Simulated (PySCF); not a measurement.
PySCF 2.14 output of an unrestricted r2SCAN calculation on a single atom or ion in def2-QZVPPD, with no relativity, point nucleus:

```
SCF conv_tol = 1e-09
number electrons alpha = 15  beta = 13
    J. W. Furness, A. D. Kaplan, J. Ning, J. P. Perdew, and J. Sun.,  J. Phys. Chem. Lett. 11, 8208-8215 (2020)
    J. W. Furness, A. D. Kaplan, J. Ning, J. P. Perdew, and J. Sun.,  J. Phys. Chem. Lett. 11, 9248-9248 (2020)
    J. W. Furness, A. D. Kaplan, J. Ning, J. P. Perdew, and J. Sun.,  J. Phys. Chem. Lett. 11, 8208-8215 (2020)
    J. W. Furness, A. D. Kaplan, J. Ning, J. P. Perdew, and J. Sun.,  J. Phys. Chem. Lett. 11, 9248-9248 (2020)
cycle= 1 E= -1382.71757724613  delta_E= 0.0175  |g|= 0.458  |ddm|= 0.745
cycle= 2 E= -1382.42354764022  delta_E= 0.294  |g|= 1.26  |ddm|= 0.87
cycle= 3 E= -1382.76371388921  delta_E= -0.34  |g|= 0.103  |ddm|= 0.506
cycle= 4 E= -1382.76686823257  delta_E= -0.00315  |g|= 0.0346  |ddm|= 0.15
cycle= 5 E= -1382.76722613821  delta_E= -0.000358  |g|= 0.00161  |ddm|= 0.0261
cycle= 6 E= -1382.76722691381  delta_E= -7.76e-07  |g|= 0.000163  |ddm|= 0.00608
cycle= 7 E= -1382.76722696443  delta_E= -5.06e-08  |g|= 5.43e-05  |ddm|= 0.00268
cycle= 8 E= -1382.76722697068  delta_E= -6.25e-09  |g|= 8.49e-06  |ddm|= 0.00104
cycle= 9 E= -1382.76722697109  delta_E= -4.03e-10  |g|= 5.49e-07  |ddm|= 0.000355
converged SCF energy = -1382.76722697109  <S^2> = 2.0147084  2S+1 = 3.0097896
```

The run itself started from symmetry-adapted Hartree-Fock orbitals and held the occupation by maximum overlap, on a logarithmic radial grid, so the iterations belong to that start.

Which element, charge and spin multiplicity is this?

Co⁻ (cobalt, charge -1), multiplicity 3; the state was [Ar] 3d8 4s2, high-spin 3F determinant.

At r2SCAN the highest occupied level has a positive energy, so only the finite basis holds that electron; in a semilocal or global hybrid functional this comes from self-interaction and does not mean that the real anion is unbound.
